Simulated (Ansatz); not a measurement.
`[CH3][Ge]([NH2])([Cl])[Cl]` → `[Cl][Ge][Cl]` + CH₃NH₂  (germylene formation by 1,1-elimination)

Program: Ansatz. Geometries: PBE0-D4/def2-TZVP. ΔE: electronic, gas phase. CCSD(T)/CBS is the MP2 limit (def2-TZVPP, def2-QZVPP) plus CCSD(T) − MP2 in def2-TZVPP, frozen cores. Functionals use def2-TZVPP. HSE06 is defined as in plane-wave codes. For Ge outer-core shells are correlated without core-valence functions, which leaves a few kJ/mol of doubt a bond. Scalar relativity is left out up to krypton. One conformer a species, not always the lowest.

(1) Is it downhill or uphill in electronic energy at CCSD(T)/CBS, and by how much? (Estimate.)

(2) What do these levels give: revPBE-D4, PBE0-D4, r2SCAN, HSE06, BHLYP, HF/def2-TZVPP? (Estimate.)

Largest T1 diagnostic among the species: 0.013.

Answers

(1) Ansatz gave: Uphill: ΔE = +150.4 kJ/mol.

(2) Computed: revPBE-D4 118.4, PBE0-D4 146.0, r2SCAN 148.7, HSE06 135.3, BHLYP 128.0, HF/def2-TZVPP 136.6 kJ/mol.

In def2-TZVPP, CCSD(T) changes the Hartree–Fock value by +29.2 kJ/mol (the triples alone add +2.3 kJ/mol) and MP2 by +47.3 kJ/mol. From BLYP to BHLYP (50 % exact exchange), in def2-TZVPP and without D4, ΔE moves by +54.5 kJ/mol. At CCSD(T), def2-SVP lies −10.0 kJ/mol from the extrapolated value and def2-TZVPP +15.4 kJ/mol.
